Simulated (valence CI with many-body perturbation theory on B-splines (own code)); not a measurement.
E1 transitions of Tm LVI

Calculated by valence CI with perturbative core correlation (CI+MBPT): four valence electrons over a frozen Dirac-Fock core [Ne], a basis of 11 s, 11 p, 10 d, 8 f, 5 g, 2 h functions for each j, with the one-electron correlation potential Σ1, the two-electron term Σ2, the three-electron term Σ3, Breit, model QED; selected CI, second order for the rest, scaled by the run's own slope (own B-spline code, finite nucleus).

No measured spectrum was set against this ion. As an estimate, large intervals hold to a few tenths of a per cent, small ones and those within an open d or f shell to about a per cent. Among the levels kept, up to 570 cm⁻¹ of a level comes from second order outside the variational space, and about a tenth of that is noise between levels of different J, which matters for small intervals.

Lines 101 to 150 of 515 in falling wavelength, among levels below 11006 × 10³ cm⁻¹, chosen from the strongest by gf and those to the six lowest levels. Wavelengths and rates use the calculated energies. Electric multipoles are in the length gauge, E1 and E2 with the static RPA response of the core. Weak lines are less certain than strong ones. Lines between different terms over intervals too small for the method are left out, as are lines whose strength nearly cancels. Where a level lies close to another of its J and parity, the split of strength between their lines is uncertain. The highest levels of a list are the least certain.

Levels are named by their leading jj configuration (3d3/2^4 stands for four electrons in 3d with j = 3/2), which in mixed levels can hold well under half, so a name can repeat and another be missing. Letters in brackets count levels of one name in rising energy.

```tsv
λ vac (nm)	Upper	Lower	A (s⁻¹)	S (a.u.) with core polarisation	S without
4.791	(3s 3p1/2 3d5/2^2) J=4 [a]	(3s 3p1/2 3p3/2 3d5/2) J=3 [b]	7.50e+10	3.66e-02	3.71e-02
4.789	(3s^2 3d5/2^2) J=2	(3s^2 3p3/2 3d5/2) J=1	1.14e+11	3.08e-02	3.12e-02
4.770	(3s 3p1/2 3d5/2^2) J=2 [b]	(3s 3p1/2 3p3/2 3d5/2) J=3 [d]	4.53e+10	1.21e-02	1.23e-02
4.751	(3s 3p1/2 3d5/2^2) J=1 [a]	(3s 3p1/2 3p3/2 3d5/2) J=0	7.54e+10	1.20e-02	1.22e-02
4.746	(3s 3p3/2^2 3d5/2) J=1 [a]	(3s 3p3/2^3) J=2	1.10e+11	1.74e-02	1.76e-02
4.745	(3s 3p1/2 3d3/2 3d5/2) J=3 [e]	(3s 3p1/2 3p3/2 3d3/2) J=2 [e]	1.39e+11	5.12e-02	5.20e-02
4.708	(3s 3p1/2^2 3d5/2) J=2	(3s 3p1/2^2 3p3/2) J=1	1.20e+11	3.08e-02	3.12e-02
4.702	(3s 3p1/2 3d3/2 3d5/2) J=2 [d]	(3s 3p1/2 3p3/2 3d3/2) J=1 [d]	7.63e+10	1.96e-02	1.98e-02
4.697	(3s 3p1/2 3d3/2 3d5/2) J=1 [b]	(3s 3p1/2 3p3/2 3d3/2) J=1 [c]	1.28e+11	1.96e-02	1.99e-02
4.690	(3s 3p1/2 3d5/2^2) J=1 [a]	(3s 3p1/2 3p3/2 3d5/2) J=1 [c]	1.39e+11	2.12e-02	2.15e-02
4.678	(3s^2 3p3/2 3d5/2) J=2	(3s^2 3p3/2^2) J=2	1.15e+11	2.90e-02	2.94e-02
4.672	(3s 3p1/2 3d3/2 3d5/2) J=4 [b]	(3s 3p1/2 3p3/2 3d3/2) J=3 [b]	2.62e+10	1.19e-02	1.20e-02
4.638	(3s 3p1/2 3d5/2^2) J=5	(3s 3p1/2 3p3/2 3d5/2) J=4 [b]	1.25e+11	6.78e-02	6.87e-02
4.631	(3s^2 3d5/2^2) J=2	(3s^2 3p3/2 3d5/2) J=3	6.02e+10	1.48e-02	1.50e-02
4.630	(3s 3p1/2 3d5/2^2) J=4 [b]	(3s 3p1/2 3p3/2 3d5/2) J=4 [c]	8.75e+10	3.85e-02	3.91e-02
4.628	(3s^2 3d3/2 3d5/2) J=3	(3s^2 3p3/2 3d3/2) J=2	1.55e+11	5.29e-02	5.37e-02
4.627	(3s 3p1/2 3d3/2 3d5/2) J=3 [c]	(3s 3p1/2 3p3/2 3d3/2) J=2 [c]	9.55e+10	3.27e-02	3.31e-02
4.622	(3s 3p1/2 3d5/2^2) J=4 [a]	(3s 3p1/2 3p3/2 3d5/2) J=3 [a]	1.69e+11	7.39e-02	7.49e-02
4.615	(3s^2 3p1/2 3d5/2) J=2	(3s^2 3p1/2 3p3/2) J=2	3.02e+10	7.34e-03	7.44e-03
4.615	(3s 3p1/2 3d5/2^2) J=2 [a]	(3s 3p1/2 3p3/2 3d5/2) J=1 [a]	4.88e+10	1.18e-02	1.20e-02
4.600	(3s^2 3p1/2 3d5/2) J=3	(3s^2 3p1/2 3p3/2) J=2	1.47e+11	4.96e-02	5.03e-02
4.590	(3s 3p1/2 3p3/2 3d5/2) J=2 [a]	(3s 3p1/2 3p3/2^2) J=2 [a]	1.00e+11	2.40e-02	2.43e-02
4.575	(3p1/2^2 3d3/2 3d5/2) J=2	(3p1/2^2 3p3/2 3d3/2) J=1	6.90e+10	1.63e-02	1.65e-02
4.574	(3s 3p1/2 3p3/2 3d5/2) J=0	(3s 3p1/2 3p3/2^2) J=1 [b]	2.69e+11	1.27e-02	1.29e-02
4.557	(3s 3p1/2 3d5/2^2) J=1 [b]	(3s 3p1/2 3p3/2 3d5/2) J=2 [d]	1.31e+11	1.83e-02	1.86e-02
4.551	(3s 3p1/2 3d5/2^2) J=2 [b]	(3s 3p1/2 3p3/2 3d5/2) J=1 [b]	5.72e+10	1.33e-02	1.35e-02
4.546	(3s 3p1/2 3p3/2 3d5/2) J=3 [b]	(3s 3p1/2 3p3/2^2) J=3	1.19e+11	3.88e-02	3.93e-02
4.546	(3s 3p3/2^2 3d5/2) J=1 [b]	(3s 3p3/2^3) J=1	2.90e+11	4.03e-02	4.09e-02
4.540	(3p1/2^2 3p3/2 3d5/2) J=2	(3s 3p1/2 3p3/2 3d3/2) J=2 [a]	6.01e+10	1.39e-02	1.41e-02
4.529	(3s 3p1/2 3d3/2 3d5/2) J=2 [b]	(3s 3p1/2 3p3/2 3d3/2) J=2 [c]	1.13e+11	2.59e-02	2.63e-02
4.526	(3s 3p1/2 3d3/2 3d5/2) J=3 [d]	(3s 3p1/2 3p3/2 3d3/2) J=2 [d]	1.40e+11	4.49e-02	4.55e-02
4.520	(3s 3p1/2 3d5/2^2) J=3 [b]	(3s 3p1/2 3p3/2 3d5/2) J=3 [c]	5.12e+10	1.63e-02	1.66e-02
4.503	(3s 3p1/2 3d3/2 3d5/2) J=4 [c]	(3s 3p1/2 3p3/2 3d3/2) J=3 [c]	5.27e+10	2.14e-02	2.17e-02
4.503	(3s 3p1/2 3p3/2 3d5/2) J=4 [b]	(3s 3p1/2 3p3/2^2) J=3	1.39e+11	5.64e-02	5.72e-02
4.496	(3s 3p1/2 3d3/2 3d5/2) J=3 [b]	(3s 3p1/2 3p3/2 3d3/2) J=2 [b]	1.87e+11	5.86e-02	5.94e-02
4.495	(3p1/2^2 3d3/2 3d5/2) J=3	(3p1/2^2 3p3/2 3d3/2) J=2	1.01e+11	3.18e-02	3.22e-02
4.484	(3p1/2^2 3p3/2 3d5/2) J=1	(3p1/2^2 3p3/2^2) J=0	1.24e+11	1.66e-02	1.68e-02
4.483	(3s 3p1/2^2 3d5/2) J=3	(3s 3p1/2^2 3p3/2) J=2	1.43e+11	4.45e-02	4.51e-02
4.483	(3p1/2^2 3d3/2 3d5/2) J=4	(3p1/2^2 3p3/2 3d3/2) J=3	1.50e+11	6.00e-02	6.08e-02
4.479	(3s 3p3/2^2 3d5/2) J=3 [b]	(3s 3p3/2^3) J=2	3.74e+10	1.16e-02	1.18e-02
4.473	(3s 3p1/2 3p3/2 3d5/2) J=2 [b]	(3s 3p1/2 3p3/2^2) J=3	7.21e+10	1.59e-02	1.62e-02
4.472	(3s 3p1/2 3p3/2 3d5/2) J=2 [d]	(3s 3p1/2 3p3/2^2) J=1 [b]	2.77e+11	6.10e-02	6.19e-02
4.471	(3s^2 3p1/2 3d5/2) J=2	(3s^2 3p1/2 3p3/2) J=1	2.06e+11	4.54e-02	4.61e-02
4.470	(3s^2 3d3/2 3d5/2) J=2	(3s^2 3p3/2 3d3/2) J=1	1.45e+11	3.21e-02	3.25e-02
4.468	(3s 3p1/2 3d3/2 3d5/2) J=2 [a]	(3s 3p1/2 3p3/2 3d3/2) J=2 [b]	6.90e+10	1.52e-02	1.54e-02
4.463	(3s 3p1/2 3d3/2 3d5/2) J=4 [a]	(3s 3p1/2 3p3/2 3d3/2) J=3 [a]	1.62e+11	6.39e-02	6.48e-02
4.463	(3s^2 3p3/2 3d5/2) J=1	(3s^2 3p3/2^2) J=0	2.50e+11	3.29e-02	3.33e-02
4.457	(3s^2 3d3/2 3d5/2) J=2	(3s^2 3p3/2 3d3/2) J=2	8.51e+10	1.86e-02	1.89e-02
4.454	(3s 3p1/2 3p3/2 3d5/2) J=1 [c]	(3s 3p1/2 3p3/2^2) J=1 [a]	2.17e+11	2.84e-02	2.88e-02
4.451	(3s 3p1/2 3d5/2^2) J=2 [a]	(3s 3p1/2 3p3/2 3d5/2) J=3 [a]	6.21e+10	1.35e-02	1.37e-02
```
